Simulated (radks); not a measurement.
The numbers below are computed, except where a source is named.
The mean radii <r> (bohr) of the occupied orbitals of an atom or ion are listed with their occupations. Code: a radial shooting solver on a logarithmic mesh with Libxc functionals. Model: scalar-relativistic Kohn-Sham, exchange-only B88, spin-polarised, spherical densities, finite nucleus; Fermi nuclear charge, rms radius of each element as measured or else 0.836 A^(1/3) + 0.57 fm.

orbital  occ.      <r>
1s up       1  0.02232
1s down     1  0.02232
2s up       1  0.09511
2s down     1  0.09511
2p up       3  0.08388
2p down     3  0.08388
3s up       1   0.2497
3s down     1   0.2495
3p up       3   0.2481
3p down     3   0.2479
3d up       5   0.2261
3d down     5   0.2257
4s up       1   0.5665
4s down     1   0.5662
4p up       3   0.6001
4p down     3   0.5996
4d up       5   0.6553
4d down     5   0.6544
5s up       1    1.344
5s down     1    1.364
5p up       3    1.541
5p down     1    1.576
4f up       7   0.8982
6p up       2    3.768

Name the element and its charge. Open shells, if any, are filled with parallel spins first.

Answer. Z = 63, europium, charge +2: Eu2+ in [Kr] 4d10 4f7 5s2 5p4 6p2. The 1s radius gives Z: for a bare nucleus <r> = (2 gamma + 1)/(2Z) with gamma = sqrt(1 - (Z/c)^2), 0.02203 bohr for Z = 63, and screening makes it slightly larger (0.02232 here). The occupations add up to 61, and the charge is Z minus that.
